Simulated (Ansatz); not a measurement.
`CC[Si](F)(F)F` + CH₃OH → `CO[Si](F)(F)F` + ethane at 700 K and 1 bar (ligand exchange at the Si–C bond).

Isolated molecules relaxed with PBE0-D4/def2-TZVP in Ansatz; ΔE leaves out vibrations. CCSD(T)/CBS adds triple-zeta CCSD(T) − MP2 to the extrapolated MP2 energy (def2 sets, frozen cores). This one scheme is used for every species. Each species was taken in one conformer, which may not be the lowest.

```json
{"species": "`CC[Si](F)(F)F`", "CCSD(T)/CBS energy (Eh)": "-667.80639", "H − E (kJ/mol)": "279.6", "S (J/(mol·K))": "480.0"}
{"species": "CH₃OH", "CCSD(T)/CBS energy (Eh)": "-115.61712", "H − E (kJ/mol)": "170.8", "S (J/(mol·K))": "288.5"}
{"species": "`CO[Si](F)(F)F`", "CCSD(T)/CBS energy (Eh)": "-703.74509", "H − E (kJ/mol)": "211.8", "S (J/(mol·K))": "468.5"}
{"species": "`CC`", "CCSD(T)/CBS energy (Eh)": "-79.71954", "H − E (kJ/mol)": "238.1", "S (J/(mol·K))": "289.3"}
```

H − E and S are ideal-gas, rigid-rotor, harmonic terms from PBE0-D4/def2-TZVP, for one conformer and one mirror image of each species. 1 Eh = 2625.50 kJ/mol, R = 8.31446 J/(mol·K).

Task: By hand: ΔE, ΔH, ΔS and ΔG.

Result: ΔE = (-703.74509) + (-79.71954) − (-667.80639) − (-115.61712) = -0.04112 Eh = -108.0 kJ/mol. Δ(H − E) = 211.8 + 238.1 − 279.6 − 170.8 = -0.5, so ΔH = -108.5 kJ/mol. ΔS = 468.5 + 289.3 − 480.0 − 288.5 = -10.7 J/(mol·K). ΔG = -108.5 − 700 × (-10.7)/1000 = -101.0 kJ/mol.

Task: By hand: the equilibrium constant, and the temperature at which ΔG would vanish if ΔH and ΔS stayed fixed.

Result: log₁₀ K = −ΔG/(RT ln 10) = 7.5. ΔG = 0 at ΔH/ΔS = 10140 K, far beyond where these terms or the molecules hold.

The number of gas molecules stays the same, so ΔS is small and ΔH decides. A doubt of 5 kJ/mol in ΔE shifts log₁₀ K by 0.4 here. Other conformers and mirror images would add mixing entropy, several J/(mol·K) or more a flexible species. Modes under 60 cm⁻¹, often nearly free rotors, make the harmonic entropy too high. These are equilibria of isolated gas molecules and say nothing of rates. Largest T1 diagnostic: 0.011 (customary marks: 0.02 for closed shells, 0.045 for open ones).
